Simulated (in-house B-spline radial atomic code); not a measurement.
Cr⁺. Computed with a B-spline radial atomic code. Model: non-relativistic spherical atom: semilocal Troullier-Martins pseudo-atom, one channel per l, against all electrons, high spin, G0W0 and RPA with empty states to l = 8, local potential for every l without a channel, a model core (radius 0 = none) keeps its share of the functional.

The core holds an angular momentum without a channel of its own, so the local potential lets valence electrons into it.

What the tables leave out is listed at the end.

The pseudopotential gives back the lowest level of each angular momentum of its own functional in the configuration it was made in; a second state of the same l is only approximately right. Exact exchange, RPA and GW see the smooth pseudo-orbitals and miss the exchange with the core, for which the functional's share stands in. The column with an uncorrelated core keeps all orbitals and exact exchange, and so separates missing core correlation from pseudisation. Only the three outermost levels and the lowest empty one were computed. RPA here is direct RPA, with no exchange kernel, and its energies carry an (l + 1/2)⁻⁴ tail. A hybrid on a potential with a model core restores only its own semilocal share of the core's exchange.

Command:
```bash
python run_psgw.py task.json out
```
Settings (lengths in bohr, energies in hartree):
```
Z                      24
electrons              23
configuration          [Ar] 3d5
generated_in           [Ar] 3d5 4s1
functional             lda,vwn
core_shells            5
radius_factor          1.15
core_correction        True
```

Cost of the run: 10 s on 1 thread of Intel(R) Xeon(R) 6975P-C (Granite Rapids) (shared host).

Given: made with LDA VWN5; model core radius 1.352 bohr; local radius 2.822 bohr; mean-field start LDA VWN5.

Valence shells of the generating configuration: 4s, 3d.

Channel: s 3.171, d 2.76 (radii in bohr).

Computed: largest level miss in the spin-unpolarised generating configuration 0 eV; valence RPA correlation energy pseudo -0.31682 hartree; all-electron RPA polarisability, core included 11.165 bohr³; pseudo-atom RPA polarisability 14.17 bohr³.

```json
{"level": "3d up", "occupied": "1", "mean-field all-electron (eV)": "-11.19", "mean-field pseudo minus all (eV)": "-0.261", "G0W0 all-electron (eV)": "-16.199", "G0W0 uncorrelated core minus all (eV)": "0.261", "G0W0 pseudo minus all (eV)": "1.245", "exchange self-energy all-electron (eV)": "-33.376", "exchange self-energy pseudo (eV)": "-20.552"}
```

(1) What is the valence RPA correlation energy all-electron orbitals?

Given: mean-field start PBE0.

Computed: valence RPA correlation energy pseudo -0.27843 hartree; all-electron RPA polarisability, core included 8.4603 bohr³; pseudo-atom RPA polarisability 12.676 bohr³.

```
        level  occupied  mean-field all-electron (eV)  mean-field pseudo minus all (eV)  G0W0 all-electron (eV)  G0W0 uncorrelated core minus all (eV)  G0W0 pseudo minus all (eV)  exchange self-energy all-electron (eV)  exchange self-energy pseudo (eV)
        3d up         1                       -12.732                              0.58                  -16.43                                  0.187                        2.42                                 -33.717                           -20.261
4s up (empty)         0                       -9.0636                            -0.336                 -6.9021                                  0.149                      -1.461                                 -2.8539                           -2.5247
```

(2) What is the valence RPA correlation energy all-electron orbitals?

## Answers

(1) -0.19235 hartree.

(2) -0.17136 hartree.

Among the listed levels the largest G0W0 shift of the pseudo-atom is +2.42 eV, for 3d up on the PBE0 start, while leaving the core uncorrelated moves that level by +0.19 eV. So pseudisation and the lost core exchange, not the missing core correlation, make the error. Not in the tables (levels of low weight, unsolved or above zero; the highest and the empty levels are kept at any weight): on LDA the G0W0 levels 4s up (pseudo minus all -1.81 eV, weights 0.52 and 0.90); no Hartree-Fock pseudo-atom is run with a model core.
